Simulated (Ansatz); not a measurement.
Reaction (ligand exchange at a B–C bond): `NBC(F)F` + HBr → `NBBr` + `FCF`

Computed with Ansatz on PBE0-D4/def2-TZVP structures; ΔE is electronic, products minus reactants. CCSD(T)/CBS adds triple-zeta CCSD(T) − MP2 to the extrapolated MP2 energy (def2 sets, frozen cores). This one scheme is used for every species. DFT in def2-TZVPP. For Br outer-core shells are correlated without core-valence functions, which leaves a few kJ/mol of doubt a bond. Scalar relativity is left out up to krypton. One conformer a species, not always the lowest.

`NBC(F)F`:

```xyz
9

N    -0.936    0.040    1.080
B    -0.153    0.641    0.119
C     0.787   -0.281   -0.781
F     0.608   -1.615   -0.503
F     0.490   -0.111   -2.107
H    -1.559    0.543    1.687
H    -0.941   -0.959    1.211
H    -0.158    1.825   -0.039
H     1.861   -0.082   -0.667
```

HBr:

Cartesian coordinates in Å:
```
Br 0.133 0.407 -0.567
H -0.133 -0.407 0.567
```

`NBBr`:

```xyz
6

N     0.413    0.592    0.297
B    -0.246   -0.560   -0.081
Br   -1.374   -0.544   -1.648
H     1.010    0.625    1.106
H     0.342    1.461   -0.207
H    -0.144   -1.574    0.532
```

`FCF`:

```xyz
5

F     0.835   -0.952   -0.334
C    -0.018    0.056   -0.045
F    -0.488   -0.123    1.209
H     0.529    1.002   -0.085
H    -0.858    0.017   -0.745
```

| species | r2SCANh-D4 energy (Eh) |
| --- | --- |
| `NBC(F)F` | -319.80907 |
| HBr | -2574.74087 |
| `NBBr` | -2655.60995 |
| `FCF` | -238.97327 |

(1) Work out ΔE.

Largest T1 diagnostic among the species: 0.013.

## Answers

(1) ΔE = (-2655.60995) + (-238.97327) − (-319.80907) − (-2574.74087) = -0.03328 Eh = -0.91 eV. CCSD(T)/CBS gives -0.91 eV.

From BLYP to BHLYP (50 % exact exchange), in def2-TZVPP and without D4, ΔE moves by −0.07 eV. Leaving LDA and LC-ωPBE aside and taking each functional with its dispersion term where it has one, the values, not all of them listed here, spread over 0.14 eV, from PBE-QIDH to BLYP-D4. LDA lies +0.08 eV from PBE without D4.
